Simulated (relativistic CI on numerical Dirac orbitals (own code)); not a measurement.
Electric-dipole transitions in Fe²⁰⁺

These numbers are calculated, not measured: Dirac-Coulomb-Breit CI, orbitals from a KLI potential per configuration, model QED, unscaled Slater integrals (own radial code, finite nucleus).

Configurations in the expansion (outside the closed core 1s2): 2s2.2p2, 2s.2p3, 2p4, 2p3.3s, 2p3.3p, 2p3.3d, 2s2.2p.3s, 2s2.2p.3p, 2s2.2p.3d, 2s.2p2.3s, 2s.2p2.3p, 2s.2p2.3d, 2s2.2p.4s, 2s2.2p.4p, 2s2.2p.4d, 2s2.2p.4f. Levels of other configurations are missing.

| λ vac (Å) | Lower | Upper | A (s⁻¹) | log gf | S velocity/length |
| --- | --- | --- | --- | --- | --- |
| 11.867 | 2s2.2p2 1D_2 [4] | 2s.2p2.3p 1F°_3 [100] | 5.69e+12 | -0.07 | 0.97 |
| 11.979 | 2s2.2p2 3P_2 [3] | 2s.2p2.3p 3P°_2 [71] | 5.23e+12 | -0.25 | 0.96 |
| 11.993 | 2s2.2p2 3P_2 [3] | 2s.2p2.3p 3D°_3 [69] | 5.30e+12 | -0.10 | 0.95 |
| 12.004 | 2s2.2p2 3P_1 [2] | 2s.2p2.3p 3D°_2 [63] | 5.81e+12 | -0.20 | 0.95 |
| 12.066 | 2s.2p3 3D°_3 [9] | 2s.2p2.3d 3F_4 [152] | 3.45e+12 | -0.17 | 0.99 |
| 12.183 | 2s.2p3 3D°_2 [8] | 2s.2p2.3d 3D_3 [145] | 6.61e+12 | 0.01 | 0.99 |
| 12.191 | 2s.2p3 3D°_1 [7] | 2s.2p2.3d 3F_2 [144] | 8.75e+12 | -0.01 | 0.99 |
| 12.226 | 2s.2p3 3P°_1 [11] | 2s.2p2.3d 3D_2 [154] | 9.18e+12 | 0.01 | 0.99 |
| 12.238 | 2s2.2p2 3P_1 [2] | 2s2.2p.3d 3P°_1 [47] | 1.14e+13 | -0.12 | 0.97 |
| 12.267 | 2s.2p3 5S°_2 [6] | 2s.2p2.3d 5P_1 [91] | 2.71e+13 | 0.26 | 0.97 |
| 12.276 | 2s.2p3 3P°_2 [12] | 2s.2p2.3d 3D_3 [151] | 6.90e+12 | 0.04 | 0.99 |
| 12.277 | 2s.2p3 5S°_2 [6] | 2s.2p2.3d 5P_2 [89] | 2.31e+13 | 0.42 | 0.97 |
| 12.286 | 2s2.2p2 3P_0 [1] | 2s2.2p.3d 3D°_1 [40] | 1.92e+13 | 0.12 | 0.98 |
| 12.293 | 2s2.2p2 3P_1 [2] | 2s2.2p.3d 1D°_2 [44] | 8.19e+12 | -0.03 | 0.98 |
| 12.297 | 2s.2p3 5S°_2 [6] | 2s.2p2.3d 5P_3 [88] | 1.63e+13 | 0.41 | 0.97 |
| 12.304 | 2s2.2p2 3P_2 [3] | 2s2.2p.3d 3P°_2 [48] | 1.04e+13 | 0.07 | 0.98 |
| 12.325 | 2s.2p3 3D°_3 [9] | 2s.2p2.3d 1G_4 [138] | 7.03e+12 | 0.16 | 1.00 |
| 12.326 | 2s2.2p2 3P_2 [3] | 2s2.2p.3d 3D°_3 [46] | 1.94e+13 | 0.49 | 0.99 |
| 12.350 | 2s.2p3 3D°_2 [8] | 2s.2p2.3d 3D_2 [124] | 1.13e+13 | 0.11 | 0.97 |
| 12.360 | 2s.2p3 3D°_1 [7] | 2s.2p2.3d 3D_1 [123] | 1.37e+13 | -0.03 | 0.97 |
| 12.363 | 2s.2p3 3D°_2 [8] | 2s.2p2.3d 3F_3 [122] | 1.24e+13 | 0.30 | 1.00 |
| 12.373 | 2s.2p3 3D°_1 [7] | 2s.2p2.3d 3F_2 [120] | 1.39e+13 | 0.20 | 1.01 |
| 12.379 | 2s.2p3 3D°_3 [9] | 2s.2p2.3d 3D_3 [127] | 1.45e+13 | 0.37 | 0.97 |
| 12.386 | 2s.2p3 5S°_2 [6] | 2s.2p2.3d 5F_3 [81] | 9.43e+12 | 0.18 | 0.97 |
| 12.390 | 2s.2p3 3D°_3 [9] | 2s.2p2.3d 3F_4 [125] | 2.00e+13 | 0.62 | 1.00 |
| 12.410 | 2s2.2p2 1D_2 [4] | 2s2.2p.3d 1F°_3 [55] | 2.98e+13 | 0.68 | 1.00 |
| 12.426 | 2s2.2p2 3P_1 [2] | 2s2.2p.3d 3P°_2 [38] | 1.16e+13 | 0.13 | 0.98 |
| 12.447 | 2s.2p3 1D°_2 [14] | 2s.2p2.3d 1F_3 [167] | 3.51e+13 | 0.76 | 1.00 |
| 12.459 | 2s.2p3 3S°_1 [13] | 2s.2p2.3d 3P_2 [158] | 9.84e+12 | 0.06 | 0.98 |
| 12.502 | 2s2.2p2 1D_2 [4] | 2s2.2p.3d 3P°_2 [48] | 5.74e+12 | -0.17 | 0.97 |
| 12.504 | 2s2.2p2 3P_2 [3] | 2s2.2p.3d 3F°_3 [36] | 6.12e+12 | 0.00 | 0.99 |
| 12.544 | 2s.2p3 3P°_2 [12] | 2s.2p2.3d 3P_2 [137] | 8.05e+12 | -0.02 | 0.95 |
| 12.560 | 2s.2p3 3P°_2 [12] | 2s.2p2.3d 1F_3 [133] | 7.70e+12 | 0.11 | 0.99 |
| 12.562 | 2s.2p3 1P°_1 [15] | 2s.2p2.3d 1D_2 [172] | 2.24e+13 | 0.42 | 0.98 |
| 12.581 | 2s.2p3 3P°_1 [11] | 2s.2p2.3d 3D_2 [124] | 8.65e+12 | 0.01 | 0.98 |
| 12.586 | 2s.2p3 3D°_2 [8] | 2s.2p2.3d 3D_3 [111] | 6.05e+12 | 0.00 | 0.98 |
| 12.603 | 2s2.2p2 1S_0 [5] | 2s2.2p.3d 1P°_1 [56] | 1.40e+13 | 0.00 | 0.97 |
| 12.628 | 2s.2p3 3D°_3 [9] | 2s.2p2.3d 3D_3 [111] | 5.75e+12 | -0.02 | 0.95 |
| 12.687 | 2s.2p3 3D°_3 [9] | 2s.2p2.3d 3F_4 [102] | 9.98e+12 | 0.34 | 1.02 |
| 12.723 | 2s.2p3 3D°_2 [8] | 2s.2p2.3d 3F_3 [92] | 8.49e+12 | 0.16 | 1.01 |
| 12.798 | 2s.2p3 1D°_2 [14] | 2s.2p2.3d 1D_2 [141] | 1.12e+13 | 0.14 | 0.97 |
| 12.825 | 2s.2p3 3D°_1 [7] | 2s.2p2.3d 3P_2 [83] | 5.55e+12 | -0.16 | 1.00 |
| 12.852 | 2p4 3P_2 [16] | 2p3.3d 3D°_3 [194] | 5.30e+12 | -0.04 | 0.99 |
| 12.855 | 2s.2p3 3P°_2 [12] | 2s.2p2.3d 3D_3 [111] | 4.46e+12 | -0.11 | 1.01 |
| 112.12 | 2s2.2p2 1D_2 [4] | 2s.2p3 1D°_2 [14] | 4.72e+10 | -0.35 | 0.96 |

Terms are leading LS components. Brackets give the number of a level in order of energy, since labels repeat. The list gives strong lines, with weight on those to low levels, among the lowest 200 of 274 levels, so that lines to higher ones, which can be the strongest, are missing. Levels whose partners in the same complex of configurations lie outside the list can be far off, and so can their lines. Rates are taken at the computed energies, electric ones in the length gauge. A velocity-to-length ratio far from 1 marks an uncertain rate.

At this charge energies of transitions that change n are usually good to better than 1 %, and those within a shell (Δn = 0) to a few per cent.

LS names give the leading component of a level, which can be under half, so a name can repeat, a term be missing and a line seem to break the LS rules.
